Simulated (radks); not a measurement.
Al2+, 11 electrons, occupied as [Ne] 3s1.

Calculated with a radial shooting solver on a logarithmic mesh with Libxc functionals: scalar-relativistic Kohn-Sham, r2SCAN, spin-unpolarised, spherical densities, finite nucleus; meta-GGA in the generalised Kohn-Sham scheme; Fermi nuclear charge, rms radius 3.061 fm.

Energy parts (eV):
total: -6581.528
kinetic: 6594.745
electron-nucleus: -15518.409
Hartree: 2834.391
exchange-correlation: -492.256

Orbitals (lengths in bohr, moments of r in powers of bohr; r(max) is where P^2 peaks):
| orbital | occ. | eigenvalue (eV) | <1/r> | r(max) |
|---|---|---|---|---|
| 1s | 2 | -1542.584 | 12.63 | 0.07838 |
| 2s | 2 | -132.3750 | 2.353 | 0.4954 |
| 2p | 6 | -92.0695 | 2.217 | 0.4290 |
| 3s | 1 | -23.6074 | 0.5979 | 1.942 |
| 3p | 0 | -16.7630 | 0.5195 | 2.195 |

The highest occupied level is 3s at -23.607 eV. The electron density at the nucleus is 1501 e/bohr^3 (large components only). For comparison, the ionisation energy in NIST's Atomic Spectra Database is 28.448 eV (measured). In exact Kohn-Sham theory the highest level is minus the ionisation energy, but local and semilocal functionals leave it too shallow, through self-interaction and a potential that decays too fast; potentials with the right tail come closer. The density falls to 0.001 e/bohr^3 at r = 3.40 bohr.

Beside tabulated values, note that spin-unpolarised runs miss the spin-polarisation part of the exchange energy of open shells.
